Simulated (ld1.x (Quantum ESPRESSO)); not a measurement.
# Before and after: TM potential for Zn

Zn (Z = 30), norm-conserving Troullier–Martins (Kleinman–Bylander form), made with ld1.x (Quantum ESPRESSO) 7.5 (BLYP, scalar-relativistic). Core [Ne], reference 3s2 3p6 3d9 4s0 4p0 (charge +3). Waves: 3s (bound): rc 0.80 bohr; 3p (bound): rc 0.85 bohr; 3d (bound): rc 1.45 bohr. Local part: all-electron potential smoothed inside 0.95 bohr (lloc = -1). Core correction: a·sin(br)/r model core, default radius (core density twice the valence density).

Change: all radii but the core radius scaled by about 0.83 (s 0.66, p 0.70, d 1.20 bohr); local potential all-electron potential smoothed inside 0.78 bohr (lloc = -1).

Cutoffs: the cutoffs (Ry, on a coarse ladder) from which the occupation-weighted sum of valence levels, in a spherical-Bessel basis at the reference potential, stays within 10 and 1 mRy of its value at 400 Ry; they do not see the model core or the augmentation charge, which bear on the density cutoff. Errors are all-electron minus pseudo energies relative to the spin-unpolarised reference configuration.

Q: How do hardness, ghosts and transferability respond?

A: Of the 7 tests that both files solve, the error grows in 3 and shrinks in 3 by more than 15 % and 0.3 meV (median size 79.2 → 97.1 meV); neither file shows a bound ghost.

| quantity | base | changed |
| --- | --- | --- |
| cutoff, loose | 230 Ry | 300 Ry |
| cutoff, tight | over 300 Ry | over 300 Ry |
| loose cutoff by channel (10 mRy a level) | s 200 Ry, p 90 Ry, d 120 Ry | s 260 Ry, p 160 Ry, d 160 Ry |
| bound ghosts | none | none |
| error for 3s2 3p6 3d10 4s2 4p0, meV [ΔE -69.14 eV] | -79 | +150 |
| error for 3s2 3p6 3d10 4s1 4p0, meV [ΔE -59.20 eV] | -44 | +97 |
| error for 3s2 3p6 3d10 4s0 4p0, meV [ΔE -40.55 eV] | +21 | +4.2 |
| error for 3s2 3p6 3d8 4s0 4p0, meV [ΔE 61.79 eV] | +80 | +19 |
| error for 3s2 3p5 3d10 4s2 4p0, meV [ΔE 22.70 eV] | -234 | +249 |
| error for 3s2 3p6 3d10 4s0 4p1, meV [ΔE -52.85 eV] | +29 | +11 |
| error for 3s2 3p6 3d9 4s2 4p0, meV [ΔE -51.33 eV] | -95 | +268 |
